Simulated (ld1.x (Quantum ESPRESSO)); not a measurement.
What one change does to a pseudopotential (P, TM)

ld1.x (Quantum ESPRESSO) 7.5 input, shortened:

```
&input
   title='P', zed=15., rel=1, dft='PBE', iswitch=3,
   config='[Ne] 3s2 3p3 3d-2'
 /
 &inputp
   pseudotype=2, tm=.true., lloc=2,
   nlcc=.true., rcore=0.85
 /
3
3S  1  0   2.00   0.00  1.10  1.10  0.0
3P  2  1   3.00   0.00  1.20  1.20  0.0
3D  3  2  -2.00   0.10  0.90  0.90  0.0
 &test
   configts(1)='3s2 3p3'
 /
```

Change: core correction a·sin(br)/r model core inside 0.64 bohr.

Cutoffs: the cutoffs (Ry, on a coarse ladder) from which the occupation-weighted sum of valence levels, in a spherical-Bessel basis at the reference potential, stays within 10 and 1 mRy of its value at 400 Ry; they do not see the model core or the augmentation charge, which bear on the density cutoff. Errors are all-electron minus pseudo energies relative to the spin-unpolarised reference configuration.

**Question.** What does the change do?

**Answer.** The potential gets neither clearly harder nor softer (80 Ry and 200 Ry → 80 Ry and 200 Ry); both files keep a bound ghost (s); of the 7 tests that both files solve, the error grows in 2 and shrinks in 1 by more than 15 % and 0.3 meV (median size 5.7 → 3.6 meV). A model core, the more so a compact one, raises the density cutoff, which this test does not measure.

| quantity | base | changed |
| --- | --- | --- |
| cutoff, loose | 80 Ry | 80 Ry |
| cutoff, tight | 200 Ry | 200 Ry |
| bound ghosts | s | s |
| error for 3s2 3p2, meV [ΔE 9.73 eV] | +3.7 | +3.6 |
| error for 3s2 3p1, meV [ΔE 28.88 eV] | +14 | +13 |
| error for 3s2 3p0, meV [ΔE 58.62 eV] | -10 | -13 |
| error for 3s1 3p0, meV [ΔE 110.62 eV] | -13 | -22 |
| error for 3s1 3p4, meV [ΔE 8.53 eV] | +0.4 | -0.2 |
| error for 3s0 3p5, meV [ΔE 17.20 eV] | +5.7 | +3.5 |
| error for 3s2 3p2.5, meV [ΔE 3.77 eV] | +0.7 | +0.7 |
| s: phases at 1.30 bohr within 0.05 rad from the reference energy up to (Ry; the scan ends near 5) | to the end of the scan | to the end of the scan |
| p: phases at 1.30 bohr within 0.05 rad from the reference energy up to (Ry; the scan ends near 5) | 0.8 | 0.8 |
| d: phases at 1.30 bohr within 0.05 rad from the reference energy up to (Ry; the scan ends near 5) | to the end of the scan | to the end of the scan |

 A true bound ghost makes a file unfit for plane-wave use even where its test errors are small: the radial tests pick states by their node count and pass the ghost by.
